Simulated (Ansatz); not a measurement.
Consider the hydrogenolysis of the Si–F bond: `O=C(O)C[SiH2]F` + H₂ → `O=C(O)C[SiH3]` + H–F.

Calculated with Ansatz (gas phase, PBE0-D4/def2-TZVP geometries, no zero-point term in ΔE). CCSD(T)/CBS adds triple-zeta CCSD(T) − MP2 to the extrapolated MP2 energy (def2 sets, frozen cores). This one scheme is used for every species. Functionals use def2-TZVPP. Each species was taken in one conformer, which may not be the lowest.

`O=C(O)C[SiH2]F`:

Cartesian coordinates in Å:
```
O -0.638 0.111 1.659
C -0.876 -0.491 0.641
O -1.875 -1.377 0.546
C -0.094 -0.321 -0.620
Si 1.259 0.944 -0.313
F 2.070 1.090 -1.692
H -2.308 -1.406 1.411
H 0.317 -1.287 -0.929
H -0.763 -0.009 -1.427
H 0.694 2.271 0.010
H 2.214 0.474 0.713
```

H₂:

Z-matrix (Å, degrees):
```
H
H 1 0.746
```

`O=C(O)C[SiH3]`:

Cartesian coordinates in Å:
```
O 0.715 -1.519 -0.733
C 0.115 -0.534 -1.076
O -0.219 -0.308 -2.358
C -0.338 0.558 -0.160
Si 0.152 0.220 1.630
H 0.113 -1.061 -2.867
H -1.423 0.670 -0.255
H 0.081 1.508 -0.508
H -0.340 1.359 2.451
H -0.482 -1.029 2.116
H 1.626 0.138 1.760
```

H–F:

Z-matrix (Å, degrees):
```
F
H 1 0.920
```

Question: Is it downhill or uphill in electronic energy at CCSD(T)/CBS, and by how much? (An estimate is asked.)

Answer: Ansatz gave: Uphill: ΔE = +115.7 kJ/mol.

Question: What do these levels give: r2SCAN-D4, MP2/def2-TZVPP, CCSD/def2-TZVPP, CCSD(T)/def2-TZVPP, HF/def2-QZVPP, CCSD/CBS(def2)? (An estimate is asked.)

Answer: Computed: r2SCAN-D4 123.0, MP2/def2-TZVPP 118.8, CCSD/def2-TZVPP 112.9, CCSD(T)/def2-TZVPP 113.8, HF/def2-QZVPP 119.6, CCSD/CBS(def2) 114.8 kJ/mol.

Largest T1 diagnostic among the species: 0.014.
